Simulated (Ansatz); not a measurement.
Species: CF, charge 1, multiplicity 1. 
Structure (B3LYP-D3(BJ)/def2-TZVP (Ansatz, a quantum-chemistry and plane-wave program) minimum search):
SMILES: [F+][C]
```xyz
2

C      0.0000     0.0000    -0.6936
F      0.0000     0.0000     0.4624
```
Charge +1, spin multiplicity 1.

Parts of the frozen-core correlation energy in cc-pVDZ (Ansatz, hartree). Frozen orbitals: 2; correlated occupied orbitals by spin: 5 and 5; virtual: 21 and 21. Spin-orbit coupling is left out. Non-relativistic.

```json
[
 {"term": "reference (HF)", "value": "-136.85262"},
 {"term": "MP2 opposite-spin", "value": "-0.20544"},
 {"term": "MP2 same-spin", "value": "-0.07171"},
 {"term": "CCSD correlation", "value": "-0.29257"},
 {"term": "(T)", "value": "-0.00933"},
 {"term": "CCSDT minus CCSD(T)", "value": "-0.00057"},
 {"term": "CCSDT(Q) minus CCSD(T)", "value": "-0.00129"},
 {"term": "T1 diagnostic", "value": "0.022"},
 {"term": "largest doubles amplitude", "value": "0.104"}
]
```
